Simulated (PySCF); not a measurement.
F₂H₅NOSi₂, SMILES N[SiH2]O[SiH](F)F.

Coordinates come from a PBE-D3(BJ)/def2-SVP optimisation. This is a generated structure with no PubChem entry under its InChIKey; it may be hypothetical. Other conformers were not sampled.

These are PBE-D3(BJ)/def2-SVP (PySCF) values and carry that method's errors.

Frequencies are harmonic and unscaled.

Task: List the normal modes with their intensities. (An estimate is asked for; the answer gives what the named calculation found.)

Result: 
```json
[
 {"mode": "1", "ν (cm⁻¹)": "29", "IR (km/mol)": "0.9", "moving atoms (share of kinetic energy)": "F 50 %, N 21 %, H 12 %, O 11 %"},
 {"mode": "2", "ν (cm⁻¹)": "42", "IR (km/mol)": "1.1", "moving atoms (share of kinetic energy)": "N 35 %, H 22 %, F 22 %, O 13 %"},
 {"mode": "3", "ν (cm⁻¹)": "74", "IR (km/mol)": "1.7", "moving atoms (share of kinetic energy)": "F 31 %, Si 24 %, O 22 %, H 18 %"},
 {"mode": "4", "ν (cm⁻¹)": "213", "IR (km/mol)": "0.9", "moving atoms (share of kinetic energy)": "F 40 %, Si 25 %, N 22 %, H 11 %"},
 {"mode": "5", "ν (cm⁻¹)": "267", "IR (km/mol)": "27.2", "moving atoms (share of kinetic energy)": "H 80 %, F 12 %"},
 {"mode": "6", "ν (cm⁻¹)": "285", "IR (km/mol)": "5.8", "moving atoms (share of kinetic energy)": "F 60 %, H 17 %, O 13 %, Si 10 %"},
 {"mode": "7", "ν (cm⁻¹)": "337", "IR (km/mol)": "68.4", "moving atoms (share of kinetic energy)": "O 38 %, H 29 %, Si 16 %, F 16 %"},
 {"mode": "8", "ν (cm⁻¹)": "401", "IR (km/mol)": "103.6", "moving atoms (share of kinetic energy)": "Si 38 %, F 31 %, O 19 %, H 10 %"},
 {"mode": "9", "ν (cm⁻¹)": "432", "IR (km/mol)": "149.3", "moving atoms (share of kinetic energy)": "H 49 %, N 31 %, O 13 %"},
 {"mode": "10", "ν (cm⁻¹)": "541", "IR (km/mol)": "32.0", "moving atoms (share of kinetic energy)": "H 80 %, Si 17 %"},
 {"mode": "11", "ν (cm⁻¹)": "601", "IR (km/mol)": "25.2", "moving atoms (share of kinetic energy)": "Si 48 %, O 26 %, H 19 %"},
 {"mode": "12", "ν (cm⁻¹)": "777", "IR (km/mol)": "17.8", "moving atoms (share of kinetic energy)": "H 91 %"},
 {"mode": "13", "ν (cm⁻¹)": "789", "IR (km/mol)": "41.4", "moving atoms (share of kinetic energy)": "H 66 %, F 27 %"},
 {"mode": "14", "ν (cm⁻¹)": "812", "IR (km/mol)": "47.4", "moving atoms (share of kinetic energy)": "H 73 %, F 23 %"},
 {"mode": "15", "ν (cm⁻¹)": "837", "IR (km/mol)": "28.2", "moving atoms (share of kinetic energy)": "N 39 %, H 33 %, Si 21 %"},
 {"mode": "16", "ν (cm⁻¹)": "862", "IR (km/mol)": "121.1", "moving atoms (share of kinetic energy)": "H 58 %, Si 19 %, F 17 %"},
 {"mode": "17", "ν (cm⁻¹)": "882", "IR (km/mol)": "115.6", "moving atoms (share of kinetic energy)": "H 74 %, N 15 %, Si 8 %"},
 {"mode": "18", "ν (cm⁻¹)": "904", "IR (km/mol)": "127.6", "moving atoms (share of kinetic energy)": "H 83 %, Si 12 %"},
 {"mode": "19", "ν (cm⁻¹)": "922", "IR (km/mol)": "179.1", "moving atoms (share of kinetic energy)": "H 45 %, Si 33 %, O 9 %"},
 {"mode": "20", "ν (cm⁻¹)": "945", "IR (km/mol)": "291.6", "moving atoms (share of kinetic energy)": "Si 48 %, F 37 %, H 13 %"},
 {"mode": "21", "ν (cm⁻¹)": "1049", "IR (km/mol)": "448.0", "moving atoms (share of kinetic energy)": "O 66 %, Si 25 %"},
 {"mode": "22", "ν (cm⁻¹)": "1497", "IR (km/mol)": "37.2", "moving atoms (share of kinetic energy)": "H 89 %, N 10 %"},
 {"mode": "23", "ν (cm⁻¹)": "2199", "IR (km/mol)": "98.1", "moving atoms (share of kinetic energy)": "H 97 %"},
 {"mode": "24", "ν (cm⁻¹)": "2222", "IR (km/mol)": "117.4", "moving atoms (share of kinetic energy)": "H 96 %"},
 {"mode": "25", "ν (cm⁻¹)": "2286", "IR (km/mol)": "98.8", "moving atoms (share of kinetic energy)": "H 97 %"},
 {"mode": "26", "ν (cm⁻¹)": "3490", "IR (km/mol)": "26.5", "moving atoms (share of kinetic energy)": "H 96 %"},
 {"mode": "27", "ν (cm⁻¹)": "3586", "IR (km/mol)": "32.8", "moving atoms (share of kinetic energy)": "H 91 %, N 9 %"}
]
```
